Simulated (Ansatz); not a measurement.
Molecule: HBr, net charge 1, doublet state. 
Structure (B3LYP-D3(BJ)/def2-TZVP (Ansatz, a first-principles code) minimum search):
```
Br
H 1 1.4597
```
Charge +1, spin multiplicity 2.

Basis-set convergence of Hartree-Fock and CCSD correlation energies (hartree) with Ansatz. Cores are frozen in the correlated levels unless marked. Open shells are spin-unrestricted. No spin-orbit coupling. Frozen are the shells of the preceding noble gas and the d and f shells that filled before the atom's block. Non-relativistic.

| basis | functions | E(HF) | E(corr, CCSD) |
|---|---|---|---|
| def2-SVPD | 49 | -2572.29303 | -0.12669 |
| def2-TZVPPD | 74 | -2572.60970 | -0.16111 |
| def2-QZVPPD | 131 | -2572.65931 | -0.17347 |

Extrapolating the two largest sets (X = 3 and 4) as X^-3: E(corr) = (64·(-0.17347) - 27·(-0.16111))/37 = -0.1825 Eh, an estimate of the basis-set limit. The largest set recovers 95.1 % of it, the smallest 69.4 %.
